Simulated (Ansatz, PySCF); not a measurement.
CH4F2O2Si, SMILES CO[Si](O)(F)F. Atoms are numbered in the order given.

```xyz
10

C     -2.1351    -0.8167     0.3090
O     -1.2679     0.2604     0.0491
Si     0.3452     0.2004    -0.0610
O      0.9467    -0.7203     1.1441
F      0.8926     1.7029    -0.0085
F      0.8416    -0.3881    -1.4732
H     -1.7430    -1.4711     1.1048
H     -2.2989    -1.4210    -0.5988
H     -3.1038    -0.4110     0.6338
H      1.8665    -0.9956     1.1004
```

Geometry optimised at PBE0-D3(BJ)/def2-SVP. This is a generated structure with no PubChem entry under its InChIKey; it may be hypothetical. The values are those of a single conformer.

Two levels are set side by side: PBE-D3(BJ)/def2-SVP (Ansatz, a first-principles code) and PBE0-D3(BJ)/def2-SVP (Ansatz). Each level has its own optimised geometry; the coordinates shown are those of the second. Frequencies come from the Hessian of PySCF at each geometry. Differences are taken from unrounded values.

| quantity | PBE0-D3(BJ) |
|---|---|
| mean bond length (Å) | 1.348 |
| bond C1–O2 (Å) | 1.407 |
| bond O2–Si3 (Å) | 1.618 |
| bond Si3–O4 (Å) | 1.632 |
| bond Si3–F5 (Å) | 1.600 |
| bond Si3–F6 (Å) | 1.608 |
| bond C1–H7 (Å) | 1.102 |
| bond C1–H8 (Å) | 1.103 |
| bond C1–H9 (Å) | 1.099 |
| bond O4–H10 (Å) | 0.961 |
| highest harmonic wavenumber (cm⁻¹) | 3948 |
| mean harmonic wavenumber (cm⁻¹) | 1163 |
| zero-point energy (kcal/mol) | 39.90 |

### Question
What does PBE-D3(BJ) give, and how far is it from PBE0-D3(BJ)? (An estimate is asked for; the answer gives what the named calculation found.)

### Answer

| quantity | PBE-D3(BJ) | PBE-D3(BJ) minus PBE0-D3(BJ) |
|---|---|---|
| mean bond length (Å) | 1.361 | 0.014 |
| bond C1–O2 (Å) | 1.422 | 0.015 |
| bond O2–Si3 (Å) | 1.637 | 0.019 |
| bond Si3–O4 (Å) | 1.650 | 0.018 |
| bond Si3–F5 (Å) | 1.616 | 0.016 |
| bond Si3–F6 (Å) | 1.625 | 0.017 |
| bond C1–H7 (Å) | 1.111 | 0.009 |
| bond C1–H8 (Å) | 1.112 | 0.009 |
| bond C1–H9 (Å) | 1.108 | 0.009 |
| bond O4–H10 (Å) | 0.972 | 0.011 |
| highest harmonic wavenumber (cm⁻¹) | 3780 | -168 |
| mean harmonic wavenumber (cm⁻¹) | 1121 | -42 |
| zero-point energy (kcal/mol) | 38.46 | -1.44 |

GGA bonds tend to be longer and softer than those of functionals with exact exchange. Differences between two approximate levels are no errors against the true value.
